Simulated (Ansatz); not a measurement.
```yaml
atoms:
  - { symbol: H, position_ang: [0.0075, 0.0021, -1.5467] }
  - { symbol: C, position_ang: [0.0061, -0.0062, -0.4718] }
  - { symbol: C, position_ang: [-0.0032, 0.0034, 0.7267] }
```

Basis set: cc-pVDZ (spherical functions). Frozen core: 2 orbitals. Charge 0, multiplicity 2.

Computed with Ansatz (development build ahead of 0.2.0); each method stands on the lowest determinant of its kind that the runs found.

Give the atomization energy at this shape (free ground-state atoms in the same class of orbitals less the molecule, no zero-point energy) of doublet C₂H by UHF-MP2, UHF.

```tsv
method	atomization energy
UHF-MP2	10.25 eV
UHF	7.73 eV
```

Caution: the unrestricted determinant is spin contaminated.
